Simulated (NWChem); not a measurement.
Species: 1,1,1-trifluoroethane (C₂H₃F₃); SMILES CC(F)(F)F

Results from NWChem. Pople sets run with spherical d functions. Each level has its own optimisation. Computed dipoles belong to the equilibrium geometry; the measured one is vibrationally averaged.

Measured dipole moment: 2.32 D (NIST CCCBDB, as tabulated in the package chemicals).

```json
[
 {"level": "Hartree-Fock/STO-3G", "dipole moment (D)": "1.56", "computed − measured": "-0.76"},
 {"level": "Hartree-Fock/3-21G", "dipole moment (D)": "2.73", "computed − measured": "+0.41"},
 {"level": "Hartree-Fock/6-31G*", "dipole moment (D)": "[?]", "computed − measured": "[?]"},
 {"level": "B3LYP/6-31G*", "dipole moment (D)": "2.04", "computed − measured": "-0.28"},
 {"level": "LDA (Slater exchange, VWN5)/def2-SVP", "dipole moment (D)": "2.05", "computed − measured": "-0.27"},
 {"level": "PBE/def2-SVP", "dipole moment (D)": "2.05", "computed − measured": "-0.27"},
 {"level": "BLYP/def2-SVP", "dipole moment (D)": "[?]", "computed − measured": "[?]"},
 {"level": "PBE0/def2-SVP", "dipole moment (D)": "2.17", "computed − measured": "-0.15"}
]
```

### Question
Some entries are withheld; supply them.

### Answer

- BLYP/def2-SVP, dipole moment (D): 2.07
- BLYP/def2-SVP, computed − measured: -0.25
- Hartree-Fock/6-31G*, dipole moment (D): 2.26
- Hartree-Fock/6-31G*, computed − measured: -0.06
